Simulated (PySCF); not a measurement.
The PySCF input:
```python
from pyscf import gto, scf, mcscf
import numpy

mol = gto.M(
    atom='''
C     1.280311   -1.621281   -0.178861
Si   -0.012473   -0.164490    0.029979
C    -1.498045   -1.250026    0.702167
Cl    0.602205    1.114961    1.429244
Cl   -0.470808    0.617803   -1.745046
H     0.907730   -2.354653   -0.886644
H     2.196069   -1.176334   -0.558105
H     1.470874   -2.093732    0.779305
H    -2.328626   -0.571726    0.876695
H    -1.780955   -1.995380   -0.034051
H    -1.217811   -1.734459    1.631898
''',
    basis='sto-3g',
    charge=1,
    spin=1,
    verbose=4,
)

mf = scf.ROHF(mol)
mf.kernel()
mc = mcscf.CASSCF(mf, 6, 5)
mc.kernel()
occ = numpy.linalg.eigvalsh(mc.fcisolver.make_rdm1(mc.ci, mc.ncas, mc.nelecas))[::-1]
ss = mc.fcisolver.spin_square(mc.ci, mc.ncas, mc.nelecas)[0]
print('natural occupations', occ.round(4), ' <S^2>', round(ss, 4))
```

**Question.** What does this run give for the natural occupations of the active orbitals, SCF-reference Mulliken (on the basis functions themselves) charges in atom order, number of basis functions, nuclear repulsion energy, total energy?

**Answer.** 
```json
{
 "natural_occupations_of_the_active_orbitals": "1.98, 1.96, 1.00, 0.03, 0.02, 0.01",
 "SCF-reference Mulliken (on the basis functions themselves) charges in atom order": "C1 -0.27, Si2 1.02, C3 -0.27, Cl4 -0.19, Cl5 -0.19, H6 0.15, H7 0.16, H8 0.15, H9 0.16, H10 0.15, H11 0.15",
 "number_of_basis_functions": "43",
 "nuclear_repulsion_energy": "363.6010 Eh",
 "total_energy": "-1272.9052 Eh"
}
```

These values belong to the state on which the SCF converged, which isn't shown to be the lowest.
